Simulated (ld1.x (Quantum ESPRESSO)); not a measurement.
**u(r) = r·R(r): atom against pseudo-atom (hydrogen (H))**

Columns: radius, all-electron u(r) and pseudo u(r) of the 1s shell (level -6.49 eV) of hydrogen in the configuration 1s1; PBE, non-relativistic, TM semilocal scheme, ld1.x (Quantum ESPRESSO) 7.5.

```csv
r (bohr),all-electron,pseudo
0.057,0.1033,0.0852
0.115,0.1965,0.1703
0.172,0.2773,0.2505
0.230,0.3495,0.3272
0.288,0.4125,0.3974
0.345,0.4663,0.4590
0.402,0.5128,0.5126
0.460,0.5533,0.5585
0.518,0.5876,0.5961
0.575,0.6160,0.6255
0.632,0.6395,0.6483
0.690,0.6589,0.6659
0.747,0.6740,0.6789
0.805,0.6858,0.6886
0.862,0.6942,0.6955
0.920,0.6999,0.7003
0.977,0.7029,0.7030
1.035,0.7037,0.7037
1.092,0.7024,0.7024
1.150,0.6993,0.6993
1.208,0.6946,0.6946
1.265,0.6886,0.6886
1.322,0.6814,0.6814
1.380,0.6730,0.6730
1.438,0.6637,0.6637
1.495,0.6537,0.6537
```

Question: How many radial nodes do the two functions have?

Answer: The all-electron 1s function has n − l − 1 = 0; the pseudo-wave has 0.

Question: At about which radius was the pseudo-wave matched?

Answer: 1.10 bohr. The columns agree to 0.0005 from 0.92 bohr on; several derivatives are matched, so the curves merge somewhat inside the radius.

Question: Where does each function peak?

Answer: Outermost all-electron maximum near 1.03 bohr, pseudo maximum near 1.03 bohr (to the table’s step).

Question: Is the pseudo-wave norm-conserving?

Answer: Yes: the TM semilocal scheme keeps the norm inside the radius equal to the all-electron one, which fixes the energy derivative of the logarithmic derivative at the level.
